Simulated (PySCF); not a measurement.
Excitation energy of Ag²⁺ by level of theory

Ag²⁺ [Kr] 4d9 (2D) → Ag²⁺ [Kr] 4d8 5s1 (4F), as a difference of total energies. Calculation: PySCF 2.14, in x2c-QZVPPall; scalar relativity by spin-free X2C-1e. Correlated levels: valence: [Kr] frozen; valence and next inner shell: [Ar] 3d10 frozen. The calculations carry no spin-orbit coupling.

| method | excitation energy (eV) |
| --- | --- |
| UHF | 7.308 |
| LDA | 7.803 |
| PBE | 7.670 |
| PBE0 | 7.798 |
| r2SCAN | 7.561 |
| CAM-B3LYP | 7.737 |
| r2SCANh | 7.603 |
| BLYP | 7.508 |
| MP2 (valence) | 8.158 |
| SCS-MP2 (valence) | 8.311 |
| MP2 (valence and next inner shell) | 7.977 |
| SCS-MP2 (valence and next inner shell) | 8.047 |

**Question.** How much does correlation contribute at MP2 (valence and next inner shell)?

**Answer.** 7.977 − (7.308) = 0.669 eV, measured against UHF.

A first-order spin-orbit estimate (lowest level to lowest level, LS coupling) adds -0.138 eV.

The basis was made for the ground configuration and has no added diffuse functions, so the excitation energy can come out too high.
